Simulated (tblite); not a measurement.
Start geometry of `[SiH3]c1cnnn1C1CC1` from a force field or distance geometry (Å):
```
atom  x, y, z in Å
Si1    1.8888   -1.4468    0.0324
C2     1.3576    0.3265   -0.1139
C3     2.0767    1.4575   -0.4712
N4     1.2708    2.5729   -0.4220
N5     0.0717    2.1734   -0.0055
N6     0.1096    0.8449    0.1525
C7    -1.0683    0.0905    0.6210
C8    -2.4629    0.4210    0.1615
C9    -1.8211   -0.8716   -0.2679
H10    1.2335   -2.2343   -1.0412
H11    3.3526   -1.5409   -0.0939
H12    1.4512   -1.9811    1.3521
H13    3.0993    1.5404   -0.7645
H14   -0.9724   -0.1778    1.6716
H15   -2.5971    1.2050   -0.5846
H16   -3.2711    0.3748    0.9003
H17   -2.1937   -1.7861    0.1712
H18   -1.5340   -0.9620   -1.3095
```

**Question.** What comes out of this run: GFN2-xTB geometry optimisation, gas phase (tblite 0.8.0)?

**Answer.** 
```
atom  x, y, z in Å
Si1    2.1033   -1.3905    0.4882
C2     1.3821    0.2419   -0.0606
C3     1.9872    1.3861   -0.5601
N4     1.0445    2.2979   -0.8307
N5    -0.1029    1.8067   -0.5358
N6     0.0651    0.5772   -0.0685
C7    -1.0370   -0.2267    0.3180
C8    -2.3687    0.4337    0.5058
C9    -2.1415   -0.4534   -0.6778
H10    1.3621   -2.4753   -0.1626
H11    3.5073   -1.4066    0.0931
H12    1.9586   -1.5041    1.9432
H13    3.0263    1.5819   -0.7264
H14   -0.7439   -1.0378    0.9720
H15   -2.4060    1.4970    0.3295
H16   -2.9992    0.0844    1.3083
H17   -2.6091   -1.4254   -0.7051
H18   -2.0369    0.0192   -1.6420
```

The energy falls by 6.2 kcal/mol over 107 L-BFGS steps, the largest force on an atom goes from 2.69 to 0.009 eV/Å, and the atoms move by 0.693 Å rms after alignment. The bond that changes most is N6–C7 (pyrrole-type nitrogen to sp3 carbon bound to nitrogen), which shortens by 0.057 Å. Bonds longer at the end by more than 0.005 Å: 1 of 19; shorter: 15. Among the angles that change most is C8–C7–H14, from 115.5° to 119.7°. Among the dihedrals that turn most is N5–N6–C7–H14, from -102° to -161°. Rotational constants go from 1768, 1346, 805.2 to 2000, 1227, 815.0 MHz. The orientation of the end geometry is arbitrary; only internal coordinates are fixed.

Its GFN2-xTB frequencies are all real (lowest 18 cm⁻¹). One conformer, not necessarily the lowest. 2 starts were optimised and ended at 0.00 and 0.02 kcal/mol (GFN2-xTB); the lowest of these is shown.

These are computed values.
